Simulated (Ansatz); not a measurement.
Geometry optimisation, RKS r2SCAN-D4/def2-SVP (Ansatz).

Input:

```yaml
crystal:
  periodic: [false, false, false]
  atoms:
    - { symbol: Ge, position_ang: [-0.535143, -0.214317, -0.221651] }
    - { symbol: Cl, position_ang: [0.364503, 1.175781, 2.783435] }
    - { symbol: H, position_ang: [0.644106, -0.93997, 0.429404] }
    - { symbol: H, position_ang: [-0.24603, 1.285402, -0.362188] }
    - { symbol: H, position_ang: [-0.781269, -0.806497, -1.625398] }
    - { symbol: P, position_ang: [-2.372576, -0.475055, 1.116048] }
    - { symbol: H, position_ang: [-3.330689, -0.295063, 0.071973] }
    - { symbol: H, position_ang: [-2.393249, -1.901671, 1.035076] }
    - { symbol: H, position_ang: [-0.937053, 0.85929, 2.850301] }
basis:
  gaussian: { orbitals: def2-SVP }
hamiltonian:
  xc: r2scan
  dispersion: d4
relax:
  f_tol: 0.03
  max_steps: 50
```

Run as:

```bash
$ ansatz run input.yaml --threads 4 --pin off --max-ram 5120MiB --backend cpu --events-out ev --progress --plain --runs-dir out
```

Where does it end, and by what steps?

The run converged. After 6 steps the energy has fallen by 0.091 eV; Cl2 moved furthest, 0.42 Å.

```tsv
step	energy less start (eV)	largest force component (eV/Å)	accepted
0	0.0000	1.135	yes
1	-0.0512	1.061	yes
2	-0.0714	0.774	yes
3	-0.0771	0.363	yes
4	-0.0830	0.135	yes
5	-0.0883	0.081	yes
6	-0.0915	0.018	yes
```

```xyz
9
Properties=species:S:1:pos:R:3
Ge -0.497 -0.265 -0.337
Cl 0.178 1.336 3.126
H 0.730 -0.931 0.293
H -0.244 1.232 -0.539
H -0.822 -0.929 -1.684
P -2.263 -0.488 1.169
H -3.296 -0.118 0.256
H -2.437 -1.892 0.985
H -0.937 0.743 2.807
```

Whether the end is a true minimum wasn't checked by a vibrational analysis.

Run time: 18 s on 4 threads of Intel(R) Xeon(R) Platinum 8259CL CPU @ 2.50GHz (Skylake/Cascade Lake) (shared host), peak memory 0.2 GiB.
